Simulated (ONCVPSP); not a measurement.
**An all-electron radial function and its pseudo partner (bismuth)**

Columns: radius, all-electron u(r) and pseudo u(r) of the 5p shell (level -95.96 eV) of bismuth in the configuration [Kr] 4d10 4f14 5s2 5p6 5d10 6s2 6p3; LDA (Perdew-Wang 92), scalar-relativistic, ONCV scheme, ONCVPSP 4.0.1.

| r (bohr) | all-electron | pseudo |
| --- | --- | --- |
| 0.090 | 0.2736 | 0.0357 |
| 0.180 | 0.1569 | 0.1376 |
| 0.270 | -0.5663 | 0.2916 |
| 0.360 | -0.6096 | 0.4770 |
| 0.450 | -0.1631 | 0.6700 |
| 0.540 | 0.3819 | 0.8472 |
| 0.630 | 0.8184 | 0.9899 |
| 0.720 | 1.0883 | 1.0855 |
| 0.810 | 1.2064 | 1.1285 |
| 0.900 | 1.2126 | 1.1213 |
| 0.990 | 1.1464 | 1.0711 |
| 1.080 | 1.0401 | 0.9889 |
| 1.170 | 0.9165 | 0.8865 |
| 1.260 | 0.7907 | 0.7753 |
| 1.350 | 0.6712 | 0.6644 |
| 1.440 | 0.5628 | 0.5602 |
| 1.530 | 0.4673 | 0.4665 |
| 1.620 | 0.3851 | 0.3848 |
| 1.710 | 0.3153 | 0.3151 |
| 1.800 | 0.2568 | 0.2568 |
| 1.890 | 0.2084 | 0.2083 |
| 1.980 | 0.1684 | 0.1684 |
| 2.070 | 0.1358 | 0.1357 |
| 2.160 | 0.1092 | 0.1091 |
| 2.250 | 0.0876 | 0.0876 |
| 2.340 | 0.0701 | 0.0701 |

(1) How many radial nodes do the two functions have?

(2) At about which radius was the pseudo-wave matched?

(3) Is the pseudo-wave norm-conserving?

Results:

(1) The all-electron 5p function has n − l − 1 = 3 (the table is too coarse to show those close to the nucleus); the pseudo-wave has 0, since the states of the same l below it are removed with the core.

(2) 1.80 bohr. The columns agree to 0.0005 from 1.62 bohr on; several derivatives are matched, so the curves merge somewhat inside the radius.

(3) Yes: the ONCV scheme keeps the norm inside the radius equal to the all-electron one, which fixes the energy derivative of the logarithmic derivative at the level.
